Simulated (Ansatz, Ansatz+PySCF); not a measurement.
```xyz
4

N     0.0402   -0.0214   -0.5954
N     0.0352    0.0049    0.6510
H    -0.0212    0.9840   -0.8704
H     0.0364   -0.9629    0.9042
```

Basis set: def2-SVP (spherical functions). Correlated methods keep 2 orbitals frozen. Charge 0, multiplicity 1.

Computed with Ansatz (development build ahead of 0.2.0); each method stands on the lowest determinant of its kind that the runs found. Restricted open shells among the atoms or ions are ROHF, correlated in semicanonical orbitals with singles. Restricted functionals stand beside restricted open-shell atoms, which can lie above the unrestricted atoms usual in DFT and then raise those values.

The atomization energy at this shape (free ground-state atoms in the same class of orbitals less the molecule, no zero-point energy) of singlet N2H2:

| method | atomization energy |
| --- | --- |
| ωB97X (restricted) | 296.64 kcal/mol |
| ωB97X (unrestricted) | 292.46 kcal/mol |
| r²SCAN (restricted) | 289.96 kcal/mol |
| r²SCAN (unrestricted) | 286.92 kcal/mol |
| PBE (restricted) | 312.83 kcal/mol |
| PBE (unrestricted) | 311.49 kcal/mol |
| PBE0 (unrestricted) | 292.77 kcal/mol |
| PBE0 (restricted) | 294.49 kcal/mol |
| RHF-CCSD(T) | 266.91 kcal/mol |
| UHF-CCSD(T) | 266.43 kcal/mol |
| RHF-MP2 | 268.44 kcal/mol |
| UHF-MP2 | 256.43 kcal/mol |
| RHF | 151.88 kcal/mol |

(1) What does UHF give?

Results:

(1) 148.60 kcal/mol. Caution for UHF-CCSD(T), UHF-MP2, UHF: the unrestricted determinant is spin contaminated. Caution for UHF-MP2: another reference gives a lower total.
